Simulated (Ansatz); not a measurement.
CH$_{3}$Cl$_{3}$Si, singlet, at a GFN2-xTB geometry. Base run: CCSD(T)/def2-SVP (Ansatz, an electronic-structure program).

Here is a job for Ansatz.
Ansatz 0.2 input:
```yaml
crystal:
  periodic: [false, false, false]
  atoms:
    - {symbol: C, position_ang: [-2.08539302, -0.43002418, 0.05735758]}
    - {symbol: Si, position_ang: [-0.22565362, -0.04653152, 0.00620648]}
    - {symbol: Cl, position_ang: [0.68040569, -1.19502435, -1.39062803]}
    - {symbol: Cl, position_ang: [0.06775652, 1.90072752, -0.45554951]}
    - {symbol: Cl, position_ang: [0.60976201, -0.42568869, 1.80882858]}
    - {symbol: H, position_ang: [-2.26630565, -1.46926637, 0.31744164]}
    - {symbol: H, position_ang: [-2.59468576, 0.18660249, 0.79274175]}
    - {symbol: H, position_ang: [-2.55221147, -0.24599592, -0.90628735]}
basis:
  gaussian:
    orbitals: def2-SVP
magnetization: {spin_polarized: false}
correlation: {method: ccsd_t}
```

Each row names what was changed in the base input (with any setting that the change needs).

```tsv
change	ΔE vs base (kcal/mol)	MP2 correlation (Eh)	CC correlation without the perturbative part (Eh)	basis functions	core-seconds (rough)
base	0.000	-0.63185	-0.68574	101	8
fitting = cc-pVTZ-JKFIT (mean field), cc-pVTZ-RIFIT (correlation)	0.040	-0.63176	-0.68570	101	7
accuracy = high	-0.007	-0.63185	-0.68574	101	20
diis_vectors = 4	0.000	-0.63185	-0.68574	101	9
lower_state_search = off	0.000	-0.63185	-0.68574	101	7
electrons = all	-23.14	-0.67152	-0.72155	101	50
method = bccd	10.66	-0.63185	-0.68509	101	8
diis_vectors = 2	0.000	-0.63185	-0.68574	101	9
method = bccd_t	-0.085	-0.63185	-0.68509	101	9
method = mp2	44.07	-0.63185	-	101	2
```
